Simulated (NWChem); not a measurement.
System: CBrCl2F; SMILES FC(Cl)(Cl)Br

Results from NWChem. The geometry was optimised at PBE0/def2-SVP. Level: M05-2X/def2-SVP with COSMO at NWChem's default radii, gas-phase geometry; rows give the dielectric constant.

```json
[
 {"dielectric constant": "4.8", "electrostatic solvation energy (kcal/mol)": "-0.7", "dipole in solution (D)": "0.48"},
 {"dielectric constant": "7.6", "electrostatic solvation energy (kcal/mol)": "-0.8", "dipole in solution (D)": "0.49"},
 {"dielectric constant": "20.7", "electrostatic solvation energy (kcal/mol)": "-0.9", "dipole in solution (D)": "0.49"},
 {"dielectric constant": "37.5", "electrostatic solvation energy (kcal/mol)": "-0.9", "dipole in solution (D)": "0.50"},
 {"dielectric constant": "78.4", "electrostatic solvation energy (kcal/mol)": "-0.9", "dipole in solution (D)": "0.50"}
]
```
